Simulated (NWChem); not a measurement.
System meant: Al2, triplet; SMILES [Al][Al]

NWChem input:

```
start job
memory heap 200 mb stack 900 mb global 1100 mb
geometry units angstroms noautoz
  Al     0.000000     0.000000    -1.241108
  Al     0.000000     0.000000     1.241108
end
basis spherical
  * library def2-svp
end
dft
  odft
  mult 4
  xc pbe0
  iterations 150
  mulliken
end
task dft energy
```

End of the output:

```
 Summary of "ao basis" -> "" (spherical)
 ------------------------------------------------------------------------------
       Tag                 Description            Shells   Functions and Types
 ---------------- ------------------------------  ------  ---------------------
 *                          def2-svp                  on all atoms

                                 NWChem DFT Module
                                 -----------------

 Summary of "ao basis" -> "ao basis" (spherical)
 ------------------------------------------------------------------------------
       Tag                 Description            Shells   Functions and Types
 ---------------- ------------------------------  ------  ---------------------
 Al                         def2-svp                 8       18   4s3p1d

 Summary of "ao basis" -> "ao basis" (spherical)
 ------------------------------------------------------------------------------
       Tag                 Description            Shells   Functions and Types
 ---------------- ------------------------------  ------  ---------------------
 Al                         def2-svp                 8       18   4s3p1d

      Symmetry analysis of basis
      --------------------------

        a1g         8
        a1u         0
        a2g         0
        a2u         8
        b1g         1
        b1u         1
        b2g         1
        b2u         1
        eg          8
        eu          8

  number of electrons :                   26
  multiplicity        :                    4
 ------------------------------------------------------------------------
  no. of electrons and multiplicity not compatible                  26
 ------------------------------------------------------------------------
 ------------------------------------------------------------------------
  current input line :
    17: task dft energy
 ------------------------------------------------------------------------
 ------------------------------------------------------------------------
 There is an error in the input file
 ------------------------------------------------------------------------
 For more information see the NWChem manual at https://nwchemgit.github.io

0: no. of electrons and multiplicity not compatible:Received an Error in Communication
```

What is wrong, and how is it mended?

The program refused the input. Cause: the multiplicity doesn't fit the number of electrons (an even count wants an odd multiplicity, and the reverse). This input runs:
```
start job
memory heap 200 mb stack 900 mb global 1100 mb
geometry units angstroms noautoz
  Al     0.000000     0.000000    -1.241108
  Al     0.000000     0.000000     1.241108
end
basis spherical
  Al library def2-svp
end
dft
  odft
  mult 3
  xc pbe0
  iterations 150
  mulliken
end
task dft energy
```
It converges to -484.38247 Ha (PBE0/def2-SVP, spin-unrestricted).
